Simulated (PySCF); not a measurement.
B(Cl)(H)(SeH) (BClH2Se), SMILES ClB[SeH]. Coordinates come from a B3LYP-D3(BJ)/def2-TZVP optimisation. Other conformers were not sampled.

TDA-CAM-B3LYP/def2-SVPD run with PySCF puts the lowest singlet excitations at 5.57, 5.74, 6.00, 6.98, 7.28, 7.50 eV.

Problem. What are the lowest excitation roots from ADC(2)/aug-cc-pVDZ in PySCF? (The exact figures need the calculation; the answer reports its results.)

Solution. 5.43, 5.76, 6.16, 6.96, 7.48, 7.65 eV. S1 differs by -0.14 eV (second minus first; roots are paired by order, and the bases may differ).
